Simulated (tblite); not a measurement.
HKO, charge -1, doublet, geometry from GFN2-xTB (such geometries of metal compounds can be far from the true shape) (a state made from the parent by changing its charge; the spin is typed, not shown lowest); GFN1-xTB (tblite 0.6.0).

Input for tblite:
```
$ tblite run mol.xyz --method gfn1 --charge -1 --spin 1 --grad --json tblite.json --no-restart

# file mol.xyz
3

K     -0.00000000    -0.00000000    -1.05363639
O      0.00000000     0.00000000     2.11672093
H      0.00000000     0.00000000     3.08532400
```

**Question.** Predict the main parts of the log of this tblite run.

**Answer.** 
```
xTB calculator
 | screened Coulomb repulsion
 | Coulomb electrostatics
 |  * isotropic Klopman-Ohno-Mataga-Nishimoto electrostatics
 |  * onsite third-order electrostatics
 | DFT-D3(BJ) dispersion correction

halogen bonding energy    0.0000000000000E+00 Eh
repulsion energy          1.7202995949118E-02 Eh
dispersion energy        -3.9453764386647E-04 Eh
number of electrons       9.0000000000000E+00 e
integral cutoff           4.0000000000000E+01 bohr

------------------------------------------------------------
  cycle        total energy    energy error   density error
------------------------------------------------------------
      1     -5.610712551650  -5.6275210E+00   6.7751367E-01
      2     -5.662124013063  -5.1411461E-02   3.3992312E-01
      3     -5.664641055773  -2.5170427E-03   9.5502810E-02
      4     -5.665038627341  -3.9757157E-04   2.7929218E-02
      5     -5.665206613699  -1.6798636E-04   2.0020784E-02
      6     -5.665329680981  -1.2306728E-04   2.8929542E-03
      7     -5.665333337954  -3.6569724E-06   9.1012305E-04
      8     -5.665333672334  -3.3438052E-07   1.3542580E-04
      9     -5.665333681236  -8.9023029E-09   7.2168152E-06
------------------------------------------------------------

electronic energy        -5.6821421395417E+00 Eh
total energy             -5.6653336812365E+00 Eh

Post processing:
 | Mayer-Wiberg bond orders

[Info] Tight-binding results written to 'tblite.txt'
[Info] JSON dump of results written to 'tblite.json'
```
